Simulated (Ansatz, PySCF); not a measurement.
SiOBr2, SMILES O=[Si](Br)Br.

Coordinates come from a B3LYP-D3(BJ)/def2-SVP optimisation.

Vertical ionisation energy (IE) and electron affinity (EA) in eV. Rows of orbital energies are one-electron estimates. Where ΔSCF, EOM or ADC give a negative EA the extra electron is unbound and the value depends on the basis.

| level | IE | EA |
|---|---|---|
| −ε(HOMO), −ε(LUMO), ωB97X/def2-TZVPD (PySCF) | 11.11 | 0.46 |
| −ε(HOMO), −ε(LUMO), PBE/def2-TZVPD (PySCF) | 7.28 | 3.36 |
| ΔSCF, PBE0/def2-TZVPD (Ansatz), final states of multiplicity 2 and 2 | (withheld) | (withheld) |
| ΔSCF, PBE/def2-TZVPD (Ansatz), final states of multiplicity 2 and 2 | 10.34 | 0.94 |

### Question
Some entries are withheld; supply them. (Estimate from the structure and the level; the computed values follow.)

### Answer

- ΔSCF, PBE0/def2-TZVPD (Ansatz, a program for electronic structure), final states of multiplicity 2 and 2, IE: 10.67
- ΔSCF, PBE0/def2-TZVPD (Ansatz), final states of multiplicity 2 and 2, EA: 0.87

### Question
What vertical singlet–triplet gap does ΔSCF give with PBE0/def2-TZVPD (Ansatz) and with PBE/def2-TZVPD (Ansatz)? (The exact figures need the calculation; the answer reports its results.)

### Answer
4.24 and 3.96 eV (triplet above singlet where positive).
